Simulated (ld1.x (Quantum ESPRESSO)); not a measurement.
## Which change was made? (Te, TM)

- Element: Te (Z = 52)
- Generator: ld1.x (Quantum ESPRESSO) 7.5
- Type: norm-conserving Troullier–Martins (Kleinman–Bylander form)
- Functional: PBE
- Relativity: non-relativistic
- Frozen core: [Kr]
- Valence charge: 16
- Reference configuration: 4d10 5s2 5p4
- Partial waves: 5p (bound): rc 2.40 bohr; 4d (bound): rc 1.35 bohr; 5s (bound): rc 1.75 bohr
- Local potential: the s channel
- Core correction: Bessel-smoothed model core inside 0.85 bohr

Cutoffs, loose and tight: the cutoffs (Ry, on a coarse ladder) from which the occupation-weighted sum of valence levels, in a spherical-Bessel basis at the reference potential, stays within 10 and 1 mRy of its value at 400 Ry. They do not see the model core or the augmentation charge, which bear on the density cutoff. Test errors are all-electron minus pseudo excitation energies from the reference, over the configurations 4d10 5s2 5p3; 4d10 5s2 5p2; 4d10 5s2 5p1; 4d10 5s2 5p4.3; 4d10 5s1 5p5; 4d9 5s2 5p4; 4d10 5s2 5p3.5; variants that change the core or the reference have their own tests. The largest error is taken over the tests solved by every variant that gives reliable tests at all, those not shown here included: 4d10 5s1 5p5; 4d10 5s2 5p3; 4d10 5s2 5p3.5; 4d10 5s2 5p4.3.

The base gives: outcome: generated; cutoff, loose: 110 Ry; cutoff, tight: 180 Ry; bound ghosts: none; largest test error (meV): +1.6.

(1) After one change the result is: outcome: generated; cutoff, loose: 120 Ry; cutoff, tight: 200 Ry; bound ghosts: p; largest test error (meV): -13. Which change was it?
A. wave 4d (bound): rc 1.35 bohr becomes 4d (bound): rc 2.04 bohr
B. local potential all-electron potential smoothed inside 1.25 bohr (lloc = -2)
C. all radii but the core radius scaled by about 0.78 (s 1.36, p 1.88, d 1.06 bohr)
D. all radii but the core radius scaled by about 1.17 (s 2.06, p 2.82, d 1.58 bohr)

## Answers

(1) C. The others give: all radii but the core radius scaled by about 1.17 (s 2.06, p 2.82, d 1.58 bohr) → outcome: generated; cutoff, loose: 90 Ry; cutoff, tight: 160 Ry; bound ghosts: none; largest test error (meV): +4.4 | local potential all-electron potential smoothed inside 1.25 bohr (lloc = -2) → outcome: generated; cutoff, loose: 100 Ry; cutoff, tight: 180 Ry; bound ghosts: s; largest test error (meV): +5.7 | wave 4d (bound): rc 1.35 bohr becomes 4d (bound): rc 2.04 bohr → outcome: generated; cutoff, loose: 70 Ry; cutoff, tight: 120 Ry; bound ghosts: none; largest test error (meV): +1.5.
